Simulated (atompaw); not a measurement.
# Plane-wave convergence, PAW (atompaw) potential for boron (B)

| Item | Value |
| --- | --- |
| Element | B |
| Generator | atompaw 4.2.0.5 |
| Type | PAW |
| Functional | LDA (PW92) |
| Relativity | non-relativistic |
| Frozen core | [He] |
| Valence charge | 3 |
| Reference configuration | 2s2 2p0 (charge +1) |
| Partial waves | 2s (bound): rc 3.00 bohr; 2s channel at -0.75 Ry: rc 3.00 bohr; 2p (bound, empty): rc 3.00 bohr; 2p channel at -0.4 Ry: rc 3.00 bohr |
| Local potential | troulliermartins scheme with l = 2 at 0.5 Ry, radius 2.60 bohr |
| Core correction | smooth core density matched at 2.40 bohr |
| Augmentation charge | sinc compensation charge, radius 2.20 bohr; PAW radius 3.00 bohr; waves and projectors: custom polynom2 7 10 vanderbiltortho |

The pseudo-atom Hamiltonian at the reference potential is diagonalised in spherical Bessel functions j_l(qr) that vanish at 20 bohr, with q² up to the cutoff. All-electron valence levels (Ry): 2s -1.4263, 2p -0.9891.

How do the lowest levels (Ry) of each channel move with the cutoff, and are there ghosts?

| cutoff (Ry) | s #1 | s #2 | p #1 | p #2 | d #1 | d #2 | f #1 | f #2 | Σ f·Δε (mRy) |
| --- | --- | --- | --- | --- | --- | --- | --- | --- | --- |
| 8 | -1.4239 | -0.3112 | -0.9834 | -0.2242 | -0.1557 | -0.0546 | -0.0442 | 0.0625 | 4.8 |
| 10 | -1.4242 | -0.3113 | -0.9866 | -0.2246 | -0.1559 | -0.0548 | -0.0442 | 0.0625 | 4.1 |
| 12 | -1.4252 | -0.3116 | -0.9868 | -0.2246 | -0.1560 | -0.0549 | -0.0442 | 0.0625 | 2.0 |
| 15 | -1.4258 | -0.3118 | -0.9878 | -0.2247 | -0.1561 | -0.0549 | -0.0442 | 0.0625 | 0.9 |
| 18 | -1.4259 | -0.3118 | -0.9886 | -0.2248 | -0.1561 | -0.0549 | -0.0442 | 0.0625 | 0.8 |
| 21 | -1.4260 | -0.3118 | -0.9887 | -0.2249 | -0.1561 | -0.0549 | -0.0442 | 0.0625 | 0.5 |
| 400 | -1.4263 | -0.3119 | -0.9891 | -0.2249 | -0.1561 | -0.0549 | -0.0442 | 0.0625 | 0.0 |

Result: no extra level below or beside the all-electron valence levels (s, p, d, f tested); 10 mRy is reached at 6 Ry and 1 mRy at 15 Ry.
